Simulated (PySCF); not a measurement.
Compound: CH10OSi3.
Numbering: `[CH3:1][SiH2:2][Si@H:3]([OH:4])[SiH3:5]` (hydrogens: H6, H7, H8 on C1; H9, H10 on Si2; H11 on Si3; H12 on O4; H13, H14, H15 on Si5)

The same species was optimised twice, with GFN2-xTB and with PBE0-D3(BJ)/def2-SVP (PySCF), and the same property calculations (PySCF, gas phase) were run on both structures.

| coordinate | GFN2-xTB | PBE0-D3(BJ)/def2-SVP | change |
| --- | --- | --- | --- |
| Si3–O4 (Å) | 1.641 | 1.680 | +0.039 |
| Si3–Si5 (Å) | 2.320 | 2.353 | +0.033 |
| Si2–Si3 (Å) | 2.313 | 2.342 | +0.029 |
| Si2–H9 (Å) | 1.473 | 1.498 | +0.025 |
| Si2–H10 (Å) | 1.473 | 1.497 | +0.024 |
| Si3–H11 (Å) | 1.484 | 1.505 | +0.021 |
| C1–H7 (Å) | 1.085 | 1.101 | +0.016 |
| C1–Si2 (Å) | 1.901 | 1.886 | -0.015 |
| C1–H8 (Å) | 1.086 | 1.101 | +0.015 |
| C1–H6 (Å) | 1.086 | 1.101 | +0.015 |
| O4–H12 (Å) | 0.953 | 0.962 | +0.009 |
| Si2–Si3–Si5 (°) | 119.3 | 109.6 | -9.7 |
| Si2–Si3–O4 (°) | 100.2 | 108.0 | +7.8 |
| Si3–O4–H12 (°) | 123.0 | 115.9 | -7.1 |
| O4–Si3–H11 (°) | 106.0 | 111.5 | +5.5 |
| Si3–Si2–H9 (°) | 113.8 | 108.5 | -5.3 |
| Si3–Si2–H10 (°) | 115.2 | 110.2 | -5.0 |
| C1–Si2–H10 (°) | 107.1 | 110.8 | +3.7 |
| C1–Si2–H9 (°) | 107.1 | 110.3 | +3.2 |
| C1–Si2–Si3–O4 (°) | 171 | 180 | +9 |

Rotational constants: A = 2832, B = 1438, C = 1034 MHz (GFN2-xTB) against A = 2634, B = 1481, C = 1044 MHz (PBE0-D3(BJ)/def2-SVP). Point groups within 0.08 Å: C1 and C1. End groups have turned between the structures, so H13, H14, H15 are left out of the comparison.

On the GFN2-xTB structure: lowest singlet, TDDFT (eV) 5.58 [PBE0/def2-SVPD]; lowest triplet, Tamm–Dancoff (eV) 4.89 [PBE0/def2-SVPD]; isotropic polarisability (au) 104.2 [PBE0/def2-SVPD]; HOMO (eV) -7.72 [PBE0/def2-SVPD]; LUMO (eV) -0.92 [PBE0/def2-SVPD]; dipole (D) 0.95 [PBE0/def2-SVPD].

Task: What do these properties become on the PBE0-D3(BJ)/def2-SVP structure?

Result: 
```tsv
property	level	on GFN2-xTB	on PBE0-D3(BJ)/def2-SVP	change
lowest singlet, TDDFT (eV)	PBE0/def2-SVPD	5.58	5.49	-0.09
lowest triplet, Tamm–Dancoff (eV)	PBE0/def2-SVPD	4.89	4.85	-0.04
isotropic polarisability (au)	PBE0/def2-SVPD	104.2	106.7	+2.5
HOMO (eV)	PBE0/def2-SVPD	-7.72	-7.48	+0.24
LUMO (eV)	PBE0/def2-SVPD	-0.92	-0.77	+0.15
dipole (D)	PBE0/def2-SVPD	0.95	1.09	+0.14
energy, GFN2-xTB geometry as zero (kcal/mol)	PBE0/def2-SVPD	0.0	-5.8	-5.8
```

The heavy atoms differ by 0.141 Å rms after alignment. Among the bonds compared Si3–O4 changes most (+0.039 Å). Changes are differences of the printed values. Neither structure is proved a minimum here.

Conformer computed: `[CH3:1][SiH2:2][Si@H:3]([OH:4])[SiH3:5]`: C1–Si2–Si3–O4 180°, H–O4–Si3–Si2 -178°.
